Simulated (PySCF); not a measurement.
# `CC/C(F)=C\[C@H](Cl)CCl`, C$_{6}$H$_{9}$Cl$_{2}$F

Molfile (atoms numbered from 1):
```
C6H9Cl2F
     RDKit          3D

 18 17  0  0  0  0  0  0  0  0999 V2000
   -2.1135    0.9265   -0.6848 C   0  0  0  0  0  0  0  0  0  0  0  0
   -1.6991   -0.4958   -0.2954 C   0  0  0  0  0  0  0  0  0  0  0  0
   -0.8341   -0.4691    0.9198 C   0  0  0  0  0  0  0  0  0  0  0  0
   -1.5506   -0.3214    2.0578 F   0  0  0  0  0  0  0  0  0  0  0  0
    0.4869   -0.5158    1.0358 C   0  0  0  0  0  0  0  0  0  0  0  0
    1.4498   -0.6633   -0.0851 C   0  0  2  0  0  0  0  0  0  0  0  0
    2.3175   -2.2403    0.1016 Cl  0  0  0  0  0  0  0  0  0  0  0  0
    2.5074    0.4278   -0.0868 C   0  0  0  0  0  0  0  0  0  0  0  0
    1.7281    1.9847   -0.4607 Cl  0  0  0  0  0  0  0  0  0  0  0  0
   -2.7544    0.9025   -1.5619 H   0  0  0  0  0  0  0  0  0  0  0  0
   -2.6588    1.3963    0.1302 H   0  0  0  0  0  0  0  0  0  0  0  0
   -1.2361    1.5293   -0.9061 H   0  0  0  0  0  0  0  0  0  0  0  0
   -1.1756   -0.9766   -1.1207 H   0  0  0  0  0  0  0  0  0  0  0  0
   -2.5915   -1.0812   -0.0636 H   0  0  0  0  0  0  0  0  0  0  0  0
    0.9211   -0.4583    2.0241 H   0  0  0  0  0  0  0  0  0  0  0  0
    0.9528   -0.7087   -1.0551 H   0  0  0  0  0  0  0  0  0  0  0  0
    2.9792    0.5229    0.8911 H   0  0  0  0  0  0  0  0  0  0  0  0
    3.2621    0.2469   -0.8518 H   0  0  0  0  0  0  0  0  0  0  0  0
  1  2  1  0
  2  3  1  0
  3  4  1  0
  3  5  2  0
  5  6  1  0
  6  7  1  0
  6  8  1  0
  8  9  1  0
  1 10  1  0
  1 11  1  0
  1 12  1  0
  2 13  1  0
  2 14  1  0
  5 15  1  0
  6 16  1  6
  8 17  1  0
  8 18  1  0
M  END
```

Computed with PySCF 2.14.0, GIAO B3LYP/pcSseg-1 magnetisability, rotational g tensor and spin-rotation constants, non-relativistic, gas phase. Geometry: GFN2-xTB.

**Question.** Give the nuclear spin-rotation constants along the inertial axes (H = +C I·J) beside the isotropic shieldings.

**Answer.** Rotational constants 1.1305, 0.8084, 0.5616 GHz. A star marks the isotopologue with that one atom substituted, in its own axes.
| atom | isotope | Caa (kHz) | Cbb (kHz) | Ccc (kHz) | mean (kHz) | σ (ppm) |
| --- | --- | --- | --- | --- | --- | --- |
| F4 | 19F | 1.767 | 0.627 | 0.728 | 1.040 | 260.3 |
| Cl7 | 35Cl | 0.240 | 0.139 | 0.221 | 0.200 | 709.3 |
| Cl9 | 35Cl | 0.230 | 0.076 | 0.159 | 0.155 | 818.8 |
| H10 | 1H | -0.097 | -0.090 | -0.002 | -0.063 | 30.7 |
| H11 | 1H | -0.048 | -0.090 | -0.024 | -0.054 | 30.4 |
| H12 | 1H | -0.054 | -0.029 | -0.063 | -0.049 | 30.4 |
| H13 | 1H | -0.054 | -0.097 | -0.010 | -0.053 | 29.4 |
| H14 | 1H | -0.034 | -0.042 | -0.059 | -0.045 | 29.6 |
| H15 | 1H | -0.111 | -0.096 | 0.043 | -0.055 | 26.8 |
| H16 | 1H | -0.098 | -0.090 | 0.023 | -0.055 | 27.5 |
| H17 | 1H | -0.109 | -0.089 | 0.020 | -0.059 | 28.3 |
| H18 | 1H | -0.001 | -0.085 | -0.033 | -0.040 | 28.0 |
| C1 | 13C* | 0.170 | 0.108 | 0.086 | 0.121 | 165.8 |
| C2 | 13C* | 0.198 | 0.131 | 0.087 | 0.139 | 153.8 |
| C3 | 13C* | 0.433 | 0.235 | 0.290 | 0.319 | 0.6 |
| C5 | 13C* | 0.333 | 0.162 | 0.224 | 0.240 | 67.0 |
| C6 | 13C* | 0.257 | 0.147 | 0.140 | 0.181 | 116.9 |
| C8 | 13C* | 0.231 | 0.145 | 0.130 | 0.169 | 126.0 |

For the geometry as given, no vibrational averaging.
